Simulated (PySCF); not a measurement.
**Electric field gradients and quadrupole coupling constants**

Species: C3H10O3Si2.
Z-matrix (Å and degrees, GFN2-xTB geometry), rows numbered from 1:
```
C 
Si  1  1.8916
O   2  1.6415  1  109.77
Si  3  1.6107  2  152.57  1   -46.60
C   4  1.8935  3  109.98  2  -130.83
C   4  1.9229  3  107.69  2   -11.68
O   6  1.2074  4  125.80  3     6.88
O   6  1.3411  4  113.08  3  -174.00
H   1  1.0868  2  110.07  3    58.81
H   1  1.0873  2  111.61  3   -60.75
H   1  1.0856  2  111.62  3   178.63
H   2  1.4627  1  112.50  3  -118.79
H   2  1.4647  1  113.03  3   112.73
H   4  1.4647  3  107.89  2   104.20
H   5  1.0871  4  111.87  3    58.84
H   5  1.0855  4  110.49  3   -60.94
H   5  1.0851  4  111.02  3   179.40
H   8  0.9741  6  110.55  4  -179.31
```

Field gradients from the PBE0/pcSseg-1 density (PySCF, non-relativistic), principal values in atomic units, ordered |Vxx| ≤ |Vyy| ≤ |Vzz|:

| atom | Vxx | Vyy | Vzz |
| --- | --- | --- | --- |
| O3 | -0.4580 | -0.6189 | 1.0769 |
| O7 | 0.5677 | 0.9913 | -1.5590 |
| O8 | -0.4933 | -1.1210 | 1.6143 |

Problem. Find the asymmetry η = (Vxx − Vyy)/Vzz and the couplings χ = eQV/h (234.96 MHz × Q in barn × V in au), with Q(17O) = −0.0256 b.

Solution. 
```
atom           environment  nucleus     η  χzz (MHz)  χxx (MHz)  χyy (MHz)
  O3       siloxane oxygen      17O  0.15      -6.48       2.76       3.72
  O7  acid carbonyl oxygen      17O  0.27       9.38      -3.41      -5.96
  O8  acid hydroxyl oxygen      17O  0.39      -9.71       2.97       6.74
```

Problem. What is Vzz at O3 in SI units (1 au = 9.71736 × 10²¹ V/m²)?

Solution. 1.0769 au = 10.464 × 10²¹ V/m².

Problem. And the gradient at the other heavy atoms, for which no coupling is worked out here?

Solution. 
```csv
atom,environment,Vzz (au),η
C1,Si-methyl carbon,-0.044,0.99
Si2,oxygen-bound silicon,0.650,0.06
Si4,oxygen-bound silicon,0.403,0.94
C5,Si-methyl carbon,-0.035,0.10
C6,carbonyl carbon,-0.503,0.86
```

Were the hydrogens deuterons (Q(2H) = 0.00286 b), χzz would run from 106 kHz (H14 and H13) to 285 kHz (H18).

One conformer (not necessarily the lowest) at the GFN2-xTB geometry, without solvent, vibrations or thermal averaging. GFN2-xTB bond lengths can be off by several hundredths of an ångström, more for odd bonds, and the gradients follow them. These gradients aren't converged with respect to the basis.
